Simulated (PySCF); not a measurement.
B(Cl)(Br)(OH) (BBrClHO), SMILES OB(Cl)Br.

The structure is a stationary point at B3LYP-D3(BJ)/def2-SVP. The values are those of a single conformer.

These are PySCF 2.14.0 with B3LYP-D3(BJ)/def2-SVP values and carry that method's errors.

Frequencies are harmonic and unscaled.

Computed normal modes with their intensities:
```json
[
 {"mode": "1", "ν (cm⁻¹)": "219", "IR (km/mol)": "0.4", "Raman (Å⁴/amu)": "2.8", "depolarisation": "0.60", "moving atoms (share of kinetic energy)": "Cl 54 %, Br 26 %, O 12 %, B 8 %"},
 {"mode": "2", "ν (cm⁻¹)": "324", "IR (km/mol)": "4.9", "Raman (Å⁴/amu)": "1.3", "depolarisation": "0.72", "moving atoms (share of kinetic energy)": "O 60 %, Br 18 %, Cl 10 %, H 9 %"},
 {"mode": "3", "ν (cm⁻¹)": "471", "IR (km/mol)": "4.8", "Raman (Å⁴/amu)": "0.0", "depolarisation": "–", "moving atoms (share of kinetic energy)": "B 72 %, H 23 %"},
 {"mode": "4", "ν (cm⁻¹)": "494", "IR (km/mol)": "24.1", "Raman (Å⁴/amu)": "7.0", "depolarisation": "0.09", "moving atoms (share of kinetic energy)": "O 34 %, Cl 30 %, B 18 %, Br 11 %"},
 {"mode": "5", "ν (cm⁻¹)": "579", "IR (km/mol)": "129.6", "Raman (Å⁴/amu)": "2.5", "depolarisation": "0.75", "moving atoms (share of kinetic energy)": "H 69 %, B 16 %, O 14 %"},
 {"mode": "6", "ν (cm⁻¹)": "821", "IR (km/mol)": "246.0", "Raman (Å⁴/amu)": "1.7", "depolarisation": "0.75", "moving atoms (share of kinetic energy)": "B 55 %, H 28 %, Cl 10 %"},
 {"mode": "7", "ν (cm⁻¹)": "1099", "IR (km/mol)": "329.5", "Raman (Å⁴/amu)": "1.5", "depolarisation": "0.51", "moving atoms (share of kinetic energy)": "H 55 %, B 33 %, O 12 %"},
 {"mode": "8", "ν (cm⁻¹)": "1388", "IR (km/mol)": "314.0", "Raman (Å⁴/amu)": "1.8", "depolarisation": "0.06", "moving atoms (share of kinetic energy)": "B 67 %, O 31 %"},
 {"mode": "9", "ν (cm⁻¹)": "3827", "IR (km/mol)": "113.2", "Raman (Å⁴/amu)": "121.7", "depolarisation": "0.31", "moving atoms (share of kinetic energy)": "H 94 %"}
]
```
